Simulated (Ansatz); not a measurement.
A series at Ge: from `[NH2][Ge]([NH2])([NH2])[NH2]`, ligands are replaced one by one, each step taking up H–F and setting free NH₃; n counts the steps. Ansatz, PBE0-D4/def2-TZVP geometries. Each molecule was computed in one conformer, which needn't be the lowest.

| n | molecule | HOMO energy, ωB97M-V/def2-TZVPP (eV) |
| --- | --- | --- |
| 0 | `[NH2][Ge]([NH2])([NH2])[NH2]` | -9.28 |
| 1 | `[NH2][Ge]([NH2])([NH2])[F]` | ? |
| 2 | `[NH2][Ge]([NH2])([F])[F]` | -10.73 |
| 3 | `[NH2][Ge]([F])([F])[F]` | -11.49 |
| 4 | `[F][Ge]([F])([F])[F]` | -15.22 |

Problem. By hand: fit a straight line y = ȳ + b (n − n̄) to the 4 given rows and predict n = 1.

Solution. n̄ = 2.250, ȳ = -11.680; Σ(n − n̄)(y − ȳ) = -11.690, Σ(n − n̄)² = 8.750, so b = -1.336 eV a step. Prediction: -11.680 + (-1.336) × (-1.250) = -10.01 eV.

Problem. By hand: compare with the computed value, -9.66 eV, and give the steps along the whole series.

Solution. The line misses by 0.35 eV (computed minus predicted). Steps: -0.38, -1.07, -0.76, -3.73 eV.

One step carries most of the change, so a line is a poor guide. The highest orbital can change its character along such a series. The miss is 5.9 % of the series' range.
